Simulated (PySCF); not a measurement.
# Hartree-Fock beside MP2: AlGeH4O cation

All numbers below are calculated, not measured. The program is PySCF 2.14.0, an open-source quantum chemistry code, run on an isolated molecule that a program drew, which may never have been made. The molecule is AlGeH4O cation (charge +1, singlet), drawn as the SMILES string `[AlH2][O][GeH2+]`.

The geometry was optimised and harmonic frequencies were computed with HF and MP2, all in the cc-pV(D+d)Z basis, for the commonest isotopes, with a restricted reference for singlets and an unrestricted one otherwise, and a frozen core in MP2. Germanium has the cc-pVDZ-PP basis, with a core potential (ECP10MDF) in place of its 10 inner electrons, and its 3s, 3p and 3d shells are frozen in MP2. Each result is a local minimum of its method.

Geometry at the HF minimum:
```xyz
7
AlGeH4O cation, angstrom
Al   -1.3099    1.0542    2.0050
O    -0.0362   -0.1308    1.6823
Ge    1.1639   -1.2464    1.3794
H    -1.1734    2.3436    1.1452
H    -2.3223    0.5797    3.0868
H     0.9104   -2.2643    0.2972
H     2.4196   -1.1596    2.2086
```

Lengths of the bonds as drawn, in Å (atoms numbered as above):
| bond | HF | MP2 |
|---|---|---|
| Al1-O2 | 1.769 | 1.803 |
| O2-Ge3 | 1.666 | 1.695 |
| Al1-H4 | 1.556 | 1.555 |
| Al1-H5 | 1.556 | 1.555 |
| Ge3-H6 | 1.507 | 1.517 |
| Ge3-H7 | 1.507 | 1.517 |

Rotational constants, in GHz:
| constant | HF | MP2 |
|---|---|---|
| A | 65.33 | 64.07 |
| B | 1.879 | 1.818 |
| C | 1.875 | 1.815 |

Harmonic frequencies in cm^-1, each column in rising order, so a row needn't be the same motion in every method:
| rank | HF | MP2 |
|---|---|---|
| 1 | 109 | 77 |
| 2 | 115 | 89 |
| 3 | 116 | 151 |
| 4 | 426 | 397 |
| 5 | 580 | 537 |
| 6 | 644 | 619 |
| 7 | 672 | 623 |
| 8 | 741 | 682 |
| 9 | 796 | 758 |
| 10 | 917 | ? |
| 11 | 1093 | 1037 |
| 12 | 2085 | 2059 |
| 13 | 2111 | 2097 |
| 14 | 2347 | 2269 |
| 15 | 2379 | 2312 |

**Estimate the missing MP2 frequency from the HF column.**

A single factor s that minimises the squared misfit of MP2 against s times HF over the other rows is sum(HF x MP2) / sum(HF^2) = 0.9727, with an rms misfit of 27 cm^-1. For rank 10 it gives 0.9727 x 917 = 892 cm^-1. The calculation gives 867 cm^-1, 25 cm^-1 below the estimate. The drawn bonds are on average 0.8 % longer in MP2 than in HF.
